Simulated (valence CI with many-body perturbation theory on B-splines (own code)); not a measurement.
# Nb³⁴⁺: electric-dipole lines

Computed by relativistic CI+MBPT: five valence electrons over a frozen Dirac-Fock core [He], a basis of 11 s, 11 p, 10 d, 8 f, 5 g, 2 h functions for each j, with the one-electron correlation potential Σ1 (screened to all orders), the two-electron term Σ2, the three-electron term Σ3, Breit, model QED; selected single and double excitations, second order for the rest, scaled by the run's own slope (own B-spline code, finite nucleus).

The last digits are not significant, and no measured levels were compared; by estimate large intervals hold to a few tenths of a per cent, small ones and those within an open d or f shell to about a per cent. Among the levels kept, up to 10000 cm⁻¹ of a level comes from second order outside the variational space, and about a tenth of that is noise between levels of different J, which matters for small intervals.

Lines 101 to 150 of 595 in falling wavelength, among levels below 24961 × 10³ cm⁻¹, chosen from the strongest by gf and those to the six lowest levels. Wavelengths and rates use the calculated energies. Electric multipoles are in the length gauge, E1 and E2 with the static RPA response of the core. Weak lines are less certain than strong ones. Lines between different terms over intervals too small for the method are left out, as are lines whose strength nearly cancels. The highest levels of a list are the least certain.

Levels are named by their leading jj configuration (3d3/2^4 stands for four electrons in 3d with j = 3/2), which in mixed levels can hold well under half, so a name can repeat and another be missing. Letters in brackets count levels of one name in rising energy.

| λ vac (nm) | Upper | Lower | A (s⁻¹) | S (a.u.) |
| --- | --- | --- | --- | --- |
| 16.43 | (2s 2p1/2 2p3/2^2 3d3/2) J=3/2 [b] | (2s 2p1/2 2p3/2^2 3p1/2) J=5/2 [b] | 9.18e+09 | 8.04e-02 |
| 16.37 | (2s 2p1/2 2p3/2^2 3d5/2) J=7/2 [b] | (2s 2p1/2 2p3/2^2 3p3/2) J=7/2 [b] | 3.61e+09 | 6.25e-02 |
| 16.32 | (2s^2 2p1/2 2p3/2 3p3/2) J=7/2 | (2s^2 2p1/2 2p3/2 3s) J=5/2 | 1.65e+10 | 2.83e-01 |
| 16.32 | (2s 2p1/2^2 2p3/2 3p3/2) J=7/2 | (2s 2p1/2^2 2p3/2 3s) J=5/2 | 1.85e+10 | 3.18e-01 |
| 16.32 | (2s 2p1/2^2 2p3/2 3d3/2) J=5/2 [a] | (2s 2p1/2^2 2p3/2 3p1/2) J=5/2 | 6.62e+09 | 8.51e-02 |
| 16.31 | (2s 2p3/2^3 3p3/2) J=3/2 [b] | (2s 2p3/2^3 3s) J=3/2 [b] | 6.10e+09 | 5.23e-02 |
| 16.29 | (2s 2p1/2 2p3/2^2 3p3/2) J=9/2 | (2s 2p1/2 2p3/2^2 3s) J=7/2 | 1.88e+10 | 4.01e-01 |
| 16.28 | (2s 2p3/2^3 3p3/2) J=7/2 | (2s 2p3/2^3 3s) J=5/2 | 1.45e+10 | 2.48e-01 |
| 16.24 | (2s 2p1/2 2p3/2^2 3p3/2) J=5/2 [a] | (2s 2p1/2 2p3/2^2 3s) J=5/2 [a] | 7.04e+09 | 8.92e-02 |
| 16.16 | (2s 2p1/2 2p3/2^2 3d5/2) J=7/2 [a] | (2s 2p1/2 2p3/2^2 3p1/2) J=5/2 [a] | 4.24e+09 | 7.08e-02 |
| 16.13 | (2s 2p1/2 2p3/2^2 3p3/2) J=5/2 [e] | (2s 2p1/2 2p3/2^2 3s) J=3/2 [d] | 1.48e+10 | 1.84e-01 |
| 16.13 | (2s^2 2p1/2 2p3/2 3p3/2) J=3/2 [b] | (2s^2 2p1/2 2p3/2 3s) J=3/2 [b] | 8.51e+09 | 7.05e-02 |
| 16.12 | (2s 2p1/2 2p3/2^2 3p3/2) J=7/2 [a] | (2s 2p1/2 2p3/2^2 3s) J=5/2 [a] | 1.57e+10 | 2.59e-01 |
| 16.12 | (2s 2p1/2 2p3/2^2 3p3/2) J=7/2 [b] | (2s 2p1/2 2p3/2^2 3s) J=7/2 | 7.83e+09 | 1.30e-01 |
| 16.10 | (2s 2p1/2^2 2p3/2 3d3/2) J=7/2 | (2s 2p1/2^2 2p3/2 3p1/2) J=5/2 | 1.02e+10 | 1.67e-01 |
| 16.05 | (2s^2 2p3/2^2 3d3/2) J=5/2 | (2s^2 2p3/2^2 3p1/2) J=5/2 | 5.53e+09 | 6.78e-02 |
| 15.93 | (2s 2p1/2 2p3/2^2 3p3/2) J=5/2 [d] | (2s 2p1/2 2p3/2^2 3s) J=3/2 [c] | 9.29e+09 | 1.11e-01 |
| 15.92 | (2s 2p1/2 2p3/2^2 3d5/2) J=7/2 [c] | (2s 2p1/2 2p3/2^2 3p1/2) J=5/2 [c] | 3.80e+09 | 6.05e-02 |
| 15.91 | (2s^2 2p1/2 2p3/2 3d3/2) J=3/2 [b] | (2s^2 2p1/2 2p3/2 3p1/2) J=3/2 [b] | 6.18e+09 | 4.91e-02 |
| 15.90 | (2s 2p1/2^2 2p3/2 3d3/2) J=5/2 [a] | (2s 2p1/2^2 2p3/2 3p1/2) J=3/2 [a] | 5.83e+09 | 6.95e-02 |
| 15.90 | (2s^2 2p1/2 2p3/2 3p3/2) J=3/2 [a] | (2s^2 2p1/2 2p3/2 3s) J=1/2 | 8.22e+09 | 6.52e-02 |
| 15.88 | (2s 2p1/2 2p3/2^2 3d5/2) J=5/2 [c] | (2s 2p1/2 2p3/2^2 3p1/2) J=3/2 [b] | 5.74e+09 | 6.80e-02 |
| 15.83 | (2s 2p1/2 2p3/2^2 3p3/2) J=3/2 [d] | (2s 2p1/2 2p3/2^2 3s) J=3/2 [b] | 5.12e+09 | 4.01e-02 |
| 15.76 | (2s 2p1/2 2p3/2^2 3p3/2) J=5/2 [d] | (2s 2p1/2 2p3/2^2 3s) J=5/2 [c] | 6.11e+09 | 7.09e-02 |
| 15.74 | (2s 2p1/2 2p3/2^2 3p3/2) J=3/2 [c] | (2s 2p1/2 2p3/2^2 3s) J=1/2 [a] | 1.70e+10 | 1.31e-01 |
| 15.71 | (2s 2p1/2^2 2p3/2 3d3/2) J=3/2 [a] | (2s 2p1/2^2 2p3/2 3p1/2) J=3/2 [a] | 1.05e+10 | 8.04e-02 |
| 15.69 | (2s 2p1/2^2 2p3/2 3p3/2) J=3/2 [b] | (2s 2p1/2^2 2p3/2 3s) J=3/2 [b] | 8.34e+09 | 6.36e-02 |
| 15.66 | (2s 2p1/2 2p3/2^2 3p1/2) J=5/2 [c] | (2s 2p1/2 2p3/2^2 3s) J=5/2 [b] | 3.92e+09 | 4.47e-02 |
| 15.65 | (2s 2p1/2^2 2p3/2 3d3/2) J=1/2 [a] | (2s 2p1/2^2 2p3/2 3p1/2) J=3/2 [a] | 1.40e+10 | 5.27e-02 |
| 15.63 | (2s 2p1/2 2p3/2^2 3d3/2) J=9/2 | (2s 2p1/2 2p3/2^2 3p1/2) J=7/2 | 8.05e+09 | 1.52e-01 |
| 15.48 | (2s^2 2p3/2^2 3p3/2) J=3/2 [b] | (2s^2 2p3/2^2 3s) J=1/2 | 1.52e+10 | 1.11e-01 |
| 15.42 | (2s^2 2p3/2^2 3d3/2) J=3/2 [a] | (2s^2 2p3/2^2 3p1/2) J=3/2 | 9.40e+09 | 6.81e-02 |
| 15.41 | (2s^2 2p1/2^2 3p3/2) J=3/2 | (2s^2 2p1/2^2 3s) J=1/2 | 1.97e+10 | 1.42e-01 |
| 15.40 | (2s 2p1/2^2 2p3/2 3d3/2) J=5/2 [b] | (2s 2p1/2^2 2p3/2 3p1/2) J=3/2 [b] | 1.45e+10 | 1.57e-01 |
| 15.38 | (2s 2p1/2 2p3/2^2 3p3/2) J=3/2 [f] | (2s 2p1/2 2p3/2^2 3s) J=1/2 [c] | 8.56e+09 | 6.14e-02 |
| 15.36 | (2s^2 2p1/2 2p3/2 3d3/2) J=5/2 [a] | (2s^2 2p1/2 2p3/2 3p1/2) J=3/2 [a] | 1.11e+10 | 1.19e-01 |
| 15.36 | (2s^2 2p3/2^2 3d3/2) J=5/2 | (2s^2 2p3/2^2 3p1/2) J=3/2 | 5.02e+09 | 5.39e-02 |
| 15.34 | (2s 2p1/2^2 2p3/2 3d3/2) J=3/2 [b] | (2s 2p1/2^2 2p3/2 3p1/2) J=1/2 | 7.16e+09 | 5.11e-02 |
| 15.28 | (2s 2p1/2 2p3/2^2 3p3/2) J=3/2 [a] | (2s 2p1/2 2p3/2^2 3s) J=3/2 [a] | 1.52e+10 | 1.07e-01 |
| 15.27 | (2s^2 2p3/2^2 3d3/2) J=7/2 | (2s^2 2p3/2^2 3p1/2) J=5/2 | 1.20e+10 | 1.69e-01 |
| 15.25 | (2s^2 2p3/2^2 3d5/2) J=5/2 [a] | (2s^2 2p3/2^2 3p3/2) J=5/2 | 4.81e+09 | 5.05e-02 |
| 15.23 | (2s 2p1/2 2p3/2^2 3d3/2) J=3/2 [a] | (2s 2p1/2 2p3/2^2 3p1/2) J=3/2 [a] | 9.65e+09 | 6.73e-02 |
| 15.22 | (2s^2 2p1/2 2p3/2 3d3/2) J=7/2 | (2s^2 2p1/2 2p3/2 3p1/2) J=5/2 | 1.14e+10 | 1.58e-01 |
| 15.22 | (2s 2p1/2 2p3/2^2 3d3/2) J=3/2 [c] | (2s 2p1/2 2p3/2^2 3p1/2) J=1/2 [a] | 1.30e+10 | 9.02e-02 |
| 15.14 | (2s 2p1/2 2p3/2^2 3p3/2) J=3/2 [e] | (2s 2p1/2 2p3/2^2 3s) J=3/2 [c] | 8.75e+09 | 6.00e-02 |
| 15.11 | (2s 2p1/2 2p3/2^2 3p3/2) J=5/2 [b] | (2s 2p1/2 2p3/2^2 3s) J=5/2 [b] | 1.11e+10 | 1.14e-01 |
| 15.11 | (2s 2p1/2 2p3/2^2 3d3/2) J=5/2 [a] | (2s 2p1/2 2p3/2^2 3p1/2) J=3/2 [a] | 5.33e+09 | 5.44e-02 |
| 15.07 | (2s 2p1/2^2 2p3/2 3p3/2) J=3/2 [b] | (2s 2p1/2^2 2p3/2 3s) J=1/2 | 1.15e+10 | 7.79e-02 |
| 15.06 | (2s 2p1/2 2p3/2^2 3d3/2) J=7/2 [c] | (2s 2p1/2 2p3/2^2 3p1/2) J=5/2 [c] | 6.08e+09 | 8.20e-02 |
| 15.04 | (2s 2p3/2^3 3p3/2) J=5/2 [a] | (2s 2p3/2^3 3s) J=5/2 | 1.15e+10 | 1.16e-01 |
